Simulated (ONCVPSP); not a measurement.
## Sn (Z = 50) ONCV: all-electron and pseudo phase curves

```json
{
  "Element": "Sn (Z = 50)",
  "Generator": "ONCVPSP 4.0.1",
  "Type": "optimised norm-conserving Vanderbilt (ONCV)",
  "Functional": "PBEsol",
  "Relativity": "scalar-relativistic",
  "Frozen core": "[Ar] 3d10",
  "Valence charge": "22",
  "Reference configuration": "4s2 4p6 4d10 5s2 5p1 (charge +1)",
  "Partial waves": "4s+5s: rc 1.45 bohr, ncon 5, nbas 9, qcut 9.4 1/bohr, 2 projectors; 4p+5p: rc 1.75 bohr, ncon 5, nbas 9, qcut 9.3 1/bohr, 2 projectors; 4d: rc 1.00 bohr, ncon 3, nbas 6, qcut 9.9 1/bohr, local",
  "Local potential": "the d channel",
  "Core correction": "none"
}
```

The phase is arctan(r·R′/R) of the radial function R(r), unwrapped; energies in Ha, scanned from -7 to 5 Ha. A pole is an energy at which the radial function vanishes at the test radius. The pseudo phase is shifted by a multiple of π to meet the all-electron one at the reference energy, and phase errors are pseudo minus all-electron; the curves can meet again beyond the range given. Levels narrower than the energy grid can be missing from the lists of poles.

| channel | radius (bohr) | reference energy (Ha) | poles, all-electron | poles, pseudo | unbroken range about the reference energy with phases within 0.05 rad | phase error 1 Ha above the reference energy (rad) |
| --- | --- | --- | --- | --- | --- | --- |
| s | 1.47 | -0.66 | -4.87 | -4.87 | the whole range | -0.000 |
| p | 1.78 | -0.38 | -3.46, 4.04 | -3.46, 4.01 | the whole range | -0.000 |
| d | 1.01 | -1.24 | 4.08 | 4.03 | the whole range | -0.000 |

Phases in the p channel:

| E (Ha) | all-electron | pseudo |
| --- | --- | --- |
| -6.96 | 1.366 | 1.366 |
| -6.64 | 1.358 | 1.358 |
| -6.32 | 1.348 | 1.348 |
| -6.00 | 1.337 | 1.337 |
| -5.68 | 1.323 | 1.323 |
| -5.36 | 1.306 | 1.306 |
| -5.04 | 1.284 | 1.284 |
| -4.72 | 1.252 | 1.252 |
| -4.40 | 1.196 | 1.196 |
| -4.08 | 1.053 | 1.053 |
| -3.76 | -0.244 | -0.244 |
| -3.44 | -1.585 | -1.585 |
| -3.12 | -1.737 | -1.738 |
| -2.80 | -1.807 | -1.807 |
| -2.48 | -1.860 | -1.860 |
| -2.16 | -1.912 | -1.912 |
| -1.84 | -1.971 | -1.971 |
| -1.52 | -2.045 | -2.045 |
| -1.20 | -2.147 | -2.147 |
| -0.88 | -2.299 | -2.299 |
| -0.56 | -2.538 | -2.538 |
| -0.24 | -2.918 | -2.918 |
| 0.08 | -3.409 | -3.409 |
| 0.40 | -3.832 | -3.832 |
| 0.72 | -4.108 | -4.108 |
| 1.04 | -4.279 | -4.279 |
| 1.36 | -4.390 | -4.391 |
| 1.68 | -4.468 | -4.468 |
| 2.00 | -4.525 | -4.526 |
| 2.32 | -4.570 | -4.570 |
| 2.64 | -4.605 | -4.606 |
| 2.96 | -4.635 | -4.636 |
| 3.28 | -4.661 | -4.662 |
| 3.60 | -4.684 | -4.685 |
| 3.92 | -4.705 | -4.707 |
| 4.24 | -4.725 | -4.727 |
| 4.56 | -4.744 | -4.747 |
| 4.88 | -4.764 | -4.767 |
